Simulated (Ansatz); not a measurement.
Consider the isomerisation: `C[Si]1(Cl)CN1` → `C=C[SiH](N)Cl`.

Isolated molecules relaxed with PBE0-D4/def2-TZVP in Ansatz; ΔE leaves out vibrations. CCSD(T)/CBS is the MP2 limit (def2-TZVPP, def2-QZVPP) plus CCSD(T) − MP2 in def2-TZVPP, frozen cores. DFT in def2-TZVPP. B3LYP here is the variant with VWN-RPA as its local correlation; programs differ in this. HSE06 is defined as in plane-wave codes. Each species was taken in one conformer, which may not be the lowest.

`C[Si]1(Cl)CN1`:

Z-matrix (Å, degrees):
```
C
Si 1 1.850
H 1 1.092 2 109.9
H 1 1.092 2 110.8 3 -120.4
H 1 1.092 2 110.4 3 120.0
Cl 2 2.046 1 109.5 3 177.1
C 2 1.820 1 123.4 3 21.4
N 2 1.693 1 123.6 3 -40.3
H 7 1.091 2 118.1 1 -2.1
H 7 1.088 2 124.3 1 151.2
H 8 1.007 2 132.3 1 -2.7
```

`C=C[SiH](N)Cl`:

Z-matrix (Å, degrees):
```
Si
C 1 1.850
Cl 1 2.077 2 107.5
N 1 1.703 2 108.9 3 -124.7
H 1 1.480 2 113.8 3 116.1
C 2 1.329 1 125.0 3 -1.3
H 2 1.090 1 116.5 3 178.8
H 4 1.008 1 120.1 2 48.9
H 4 1.007 1 120.2 2 -166.0
H 6 1.086 2 121.5 1 -0.0
H 6 1.086 2 121.9 1 -179.9
```

```tsv
level	ΔE (kJ/mol)	difference from CCSD(T)/CBS
r2SCANh-D4	-77.3	16.5
r2SCAN0-D4	-77.8	16.0
HSE06-D4	-72.6	21.2
BHLYP-D4	-100.6	-6.8
ωB97M-V	-84.5	9.3
PBE-QIDH	-76.9	16.9
BLYP	-94.3	-0.5
r2SCAN	-76.8	17.0
B3LYP	-94.1	-0.3
HSE06	-72.0	21.8
BHLYP	-99.6	-5.8
LC-ωPBE	-65.6	28.2
CCSD/def2-SVP	-102.8	-9.0
HF/def2-TZVPP	-120.9	-27.1
SCS-MP2/def2-TZVPP	-93.4	0.4
MP2/def2-QZVPP	-85.9	7.9
CCSD(T)/CBS	-93.8	0
```

Largest T1 diagnostic among the species: 0.010.

At CCSD(T), def2-SVP lies −7.9 kJ/mol from the extrapolated value and def2-TZVPP +1.1 kJ/mol. In def2-TZVPP, CCSD(T) changes the Hartree–Fock value by +28.1 kJ/mol (the triples alone add +2.1 kJ/mol) and MP2 by +35.5 kJ/mol.
